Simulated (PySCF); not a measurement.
Isomers of C10H10, from PBE0-D3(BJ)/def2-SVP geometry optimisation, gas phase in PySCF. One conformer each, no zero-point energy, no frequencies.

**Question.** Which isomer lies lowest at this level?
A. `[CH:1]1=[CH:2][c:3]2[cH:4][cH:5][cH:6][cH:7][c:8]2[CH2:9][CH2:10]1` with C1–C2–C3–C4 -164°, C7–C8–C9–C10 148°, C8–C9–C10–C1 47°, C2–C1–C10–C9 -30° (1,2-dihydronaphthalene): A = 2928, B = 1177, C = 862.1 MHz, dipole 0.64 D
B. `[CH2:1]=[CH:2][C:3]1=[CH:4]/[CH:5]=[CH:6]\[CH:7]=[CH:8]/[CH:9]=[CH:10]\1` with C1–C2–C3–C4 177°, C3–C4–C5–C6 54°, C5–C6–C7–C8 -54°, C7–C8–C9–C10 57°, C2–C3–C10–C9 125°: A = 2399, B = 1070, C = 829.4 MHz, dipole 0.29 D
C. `C1C2(C=CC=C2)[C@@H]1C#CC`: A = 2902, B = 769.3, C = 671.3 MHz, dipole 1.05 D
D. `[CH2:1]=[CH:2][C:3](=[CH2:4])[c:5]1[cH:6][cH:7][cH:8][cH:9][cH:10]1` with C1–C2–C3–C4 180°, C2–C3–C5–C6 90°: A = 2472, B = 934.8, C = 889.6 MHz, dipole 0.10 D
E. `[CH2:1]=[CH:2][C:3]1=[CH:4][CH:5]=[CH:6][CH:7]=[CH:8][C:9]1=[CH2:10]` with C1–C2–C3–C4 173°: A = 2337, B = 1130, C = 852.6 MHz, dipole 0.41 D

**Answer.** A. That is 1,2-dihydronaphthalene, `C1=Cc2ccccc2CC1`, 29.9 kcal/mol below the next.

```json
{"SMILES": "C1=Cc2ccccc2CC1", "mapped SMILES": "[CH:1]1=[CH:2][c:3]2[cH:4][cH:5][cH:6][cH:7][c:8]2[CH2:9][CH2:10]1", "E (Eh)": "-386.36618", "relative (kcal/mol)": "0.0", "relative (kJ/mol)": "0.0", "dipole (D)": "0.64"}
{"SMILES": "C=CC(=C)c1ccccc1", "mapped SMILES": "[CH2:1]=[CH:2][C:3](=[CH2:4])[c:5]1[cH:6][cH:7][cH:8][cH:9][cH:10]1", "E (Eh)": "-386.31852", "relative (kcal/mol)": "29.9", "relative (kJ/mol)": "125.1", "dipole (D)": "0.10"}
{"SMILES": "C=CC1=CC=CC=CC1=C", "mapped SMILES": "[CH2:1]=[CH:2][C:3]1=[CH:4][CH:5]=[CH:6][CH:7]=[CH:8][C:9]1=[CH2:10]", "E (Eh)": "-386.27136", "relative (kcal/mol)": "59.5", "relative (kJ/mol)": "249.0", "dipole (D)": "0.41"}
{"SMILES": "C=CC1=C/C=C\\C=C/C=C\\1", "mapped SMILES": "[CH2:1]=[CH:2][C:3]1=[CH:4]/[CH:5]=[CH:6]\\[CH:7]=[CH:8]/[CH:9]=[CH:10]\\1", "E (Eh)": "-386.26016", "relative (kcal/mol)": "66.5", "relative (kJ/mol)": "278.4", "dipole (D)": "0.29"}
{"SMILES": "CC#C[C@@H]1CC12C=CC=C2", "mapped SMILES": "[CH3:1][C:2]#[C:3][C@@H:4]1[CH2:5][C:6]12[CH:7]=[CH:8][CH:9]=[CH:10]2", "E (Eh)": "-386.23622", "relative (kcal/mol)": "81.6", "relative (kJ/mol)": "341.2", "dipole (D)": "1.05"}
```

As drawn, the lowest has an aromatic ring, which the highest lacks; the highest has a three-membered ring, a C≡C bond and a quaternary carbon, which the lowest lacks.
